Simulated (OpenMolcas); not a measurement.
Multiplet structure of Te I

```
Program             : OpenMolcas 26.06
Method              : CASSCF
Basis               : ANO-RCC-VQZP [8s7p5d3f2g]
Scalar Hamiltonian  : DKH2, point nucleus
Active space        : 6 electrons in 8 orbitals (5s 5p 6s 6p)
State averaging     : 2S+1 = 3 even, 3 roots; 2S+1 = 1 even, 6 roots; 2S+1 = 3 odd, 3 roots (0 in the spin-orbit step)
Spin-orbit coupling : state interaction with AMFI integrals over the reference wave functions, term energies averaged over their components
```

With spin-orbit coupling, above the lowest level:

| Configuration | Term | J | E (eV) | Measured (eV) | g | Term weight % |
| --- | --- | --- | --- | --- | --- | --- |
| 5s² 5p⁴ | ³P | 2 | 0.0000 | 0.0000 | 1.478 | 95 |
| 5s² 5p⁴ | ³P | 1 | 0.5088 | 0.5890 | 1.501 | 100 |
| 5s² 5p⁴ | ³P | 0 | 0.5227 | 0.5835 |  | 90 |
| 5s² 5p⁴ | ¹D | 2 | 1.5064 | 1.3090 | 1.023 | 95 |
| 5s² 5p⁴ | ¹S | 0 | 2.6654 | 2.8762 |  | 90 |

Against the 4 measured excited levels shown (NIST Handbook of Basic Atomic Spectroscopic Data) the mean absolute deviation is 1100 cm-1; the largest miss in energy is 5s² 5p⁴ ¹S₀: computed 2.6654, measured 2.8762 eV (-7.3 %), and the largest in proportion 5s² 5p⁴ ¹D₂ (+15.1 %).

Spin-orbit coupling puts the lowest level 0.2897 eV below the lowest spin-free term.

For ³P the intervals divided by the larger J are -111.9, -2052.1 cm-1. Landé's interval rule makes them equal in pure LS coupling; they differ by 179 % of their mean. The multiplet is inverted.

Some high roots are left out of the spin-orbit mixing, which shifts the levels that they would mix with. Active for correlation alone: 6p 6s; no level in the range computed is led by a configuration that fills them, so any true level of that kind is missing. Computed and measured levels are paired by configuration, term and J; levels that our copy of the source lacks, or whose pairing is in doubt (as where it misses far off the trend of its configuration), stay unpaired and out of the deviations. Levels of configurations outside the active space are missing. The first state left out of the spin-orbit step lies near 80000 cm-1 above the lowest spin-free state of the reference (among the parities and spins computed), and the list stops at four fifths of that energy or lower.

The term weight is that of the spin-free term in the level, not the purity of its configuration.
